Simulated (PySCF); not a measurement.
ClH5SSi2, SMILES [SiH3]S[SiH2]Cl. Geometry: PBE0-D3(BJ)/def2-SVP. This is a generated structure with no PubChem entry under its InChIKey; it may be hypothetical. The values are those of a single conformer.

Problem. Give the equilibrium geometry at PBE0-D3(BJ)/def2-SVP (PySCF confirms it by a frequency run) as bond lengths and angles. (Estimate from the structure and the level; the computed values follow.)

Solution. Several could match; the one computed here: 
Atoms: Si1 S2 Si3 Cl4 H5 H6 H7 H8 H9. Bonded distances (Å): Si1–S2 2.162, Si1–H5 1.489, Si1–H6 1.493, Si1–H7 1.489, S2–Si3 2.131, Si3–Cl4 2.071, Si3–H8 1.487, Si3–H9 1.485. Bond angles (°): S2–Si1–H5 111.1, S2–Si1–H6 109.5, S2–Si1–H7 105.8, H5–Si1–H6 109.8, H5–Si1–H7 110.0, H6–Si1–H7 110.4, Si1–S2–Si3 98.5, S2–Si3–Cl4 111.1, S2–Si3–H8 111.4, S2–Si3–H9 106.7, Cl4–Si3–H8 106.5, Cl4–Si3–H9 109.3, H8–Si3–H9 111.8.
